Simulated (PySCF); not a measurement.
Be(NMe2)(SH) (C2H7BeNS), SMILES [N](C)(C)[Be][SH].

Geometry optimised at r2SCAN-D4/def2-SVP. The structure was generated by enumeration; whether it is a known compound was not checked. The values are those of a single conformer.

Computed with r2SCAN/def2-TZVP in PySCF.

Isolated molecule, no solvent.

Computed frontier levels, gap, dipole moment and polarisability:
```yaml
highest_occupied_level: -5.41 eV
lowest_empty_level: -0.38 eV
orbital_gap: 5.03 eV
dipole_moment: 1.87 D
quadrupole, principal values (traceless, Buckingham form, about the centre of nuclear charge): -6.19, 1.64, 4.55 D·Å
mean_static_polarisability: 70.5 bohr³ (10.45 Å³)
polarisability_principal_values: 56.9, 63.6, 91.2 bohr³
```
